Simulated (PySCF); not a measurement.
**InN⁻, MP2: how much the basis matters**

PySCF, ROHF reference; doublet, unpaired electrons π ↑; De to In⁻ + N without counterpoise correction. Frozen cores follow the default of each basis and core potential.

| basis | relativity | functions | Re (Å) | ωe (cm⁻¹) | De (eV) | frozen orbitals |
| --- | --- | --- | --- | --- | --- | --- |
| def2-SVPD | scalar-relativistic core potentials | 52 | 2.077 | 566 | n/a | 5 |
| aug-cc-pVDZ-PP/aug-cc-pVDZ | scalar-relativistic core potentials | 55 | 2.089 | 546 | 2.44 | 5 |
| def2-TZVPPD | scalar-relativistic core potentials | 93 | 2.045 | 581 | 2.74 | 5 |

(1) How does each smaller set differ from the one with most functions, def2-TZVPPD?

Correlated steps freeze 5 core orbitals. Correlated levels converge slowly with the basis: in double zeta they bind strong bonds too weakly, by up to about 1 eV, and carry superposition errors of some tenths. These are scalar-relativistic numbers at best; spin–orbit coupling would shift them, the dissociation energy most. For an ion De counts to the pair picked by the measured ionisation energies or electron affinities, which need not be the lowest pair at this level. The state was picked by a PBE0 search and need not be the measured ground state.

Answers

(1) def2-SVPD: +3.2 pm, -2.6 % in ωe; aug-cc-pVDZ-PP/aug-cc-pVDZ: +4.4 pm, -6.0 % in ωe, -0.30 eV in De. All at MP2; the set with most functions is neither the basis-set limit nor always the best.
